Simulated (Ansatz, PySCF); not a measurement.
This Ansatz (an electronic-structure program) input computes a CCSD(T)/cc-pVDZ energy:

Ansatz 0.2 input:
```yaml
crystal:
  periodic: [false, false, false]
  atoms:
    - {symbol: B, position_ang: [-0.00000000, -0.00000000, -0.58802649]}
    - {symbol: N, position_ang: [0.00000000, 0.00000000, 0.67320422]}
    - {symbol: H, position_ang: [-0.00000000, -0.00000000, -1.77229711]}
basis:
  gaussian:
    orbitals: cc-pVDZ
total_charge: -1
magnetization: {spin_polarized: false}
correlation: {method: ccsd_t, electrons: outside_noble_gas}
```

Question: Write an input for the same energy in PySCF and say what it gives.

Answer: 
```python
from pyscf import gto, scf, mp, cc as ccmod

mol = gto.M(
    atom='''
    B    -0.00000000   -0.00000000   -0.58802649
    N     0.00000000    0.00000000    0.67320422
    H    -0.00000000   -0.00000000   -1.77229711
    ''',
    basis='cc-pvdz',
    charge=-1,
    spin=0,
    verbose=4,
)

mf = scf.RHF(mol)
mf.conv_tol = 1e-10
mf.max_cycle = 100
mf.kernel()
mp2 = mp.MP2(mf, frozen=2).run()
cc = ccmod.CCSD(mf, frozen=2)
cc.max_cycle = 100
cc.kernel()
et = cc.ccsd_t()
print(f'E(CCSD(T)) = {cc.e_tot + et:.9f}')
```
It gives -79.95846 Eh, and Ansatz -79.95846 Eh, a difference of 0.00 mEh.
